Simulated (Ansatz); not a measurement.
# Which isomer of CAlBCl gives these data?

These gas-phase data were calculated for one isomer of CAlBCl at r2SCAN-D4/def2-SVP (harmonic, unscaled wavenumbers; equilibrium rotational constants with average atomic masses):

```
rotational constants            : 1.744 GHz
all wavenumbers above 1500 cm⁻¹ : 1747
```

Candidates:

(1) `[Cl][Al]1[B]=[C]1`, a doublet
(2) `B#[C][Al][Cl]`, a doublet

**Question.** Which structure fits? Where the bands don't settle it, estimate the moments of inertia from typical bond lengths.

**Answer.** Candidate (2). The rotational constants decide: (1) would give 45.61, 2.297, 2.187 GHz.

The same quantities for all candidates:

```tsv
	rotational constants (GHz)	wavenumbers above 1500 cm⁻¹	E above the lowest, r2SCAN-D4/def2-SVP (kcal/mol)
(1)	45.61, 2.297, 2.187	none	0.0
(2)	1.744	1747	11.9
```

Harmonic stretches to hydrogen usually lie a few per cent above observed fundamentals. Open shells are spin-unrestricted. Programs: Ansatz 0.2.0.
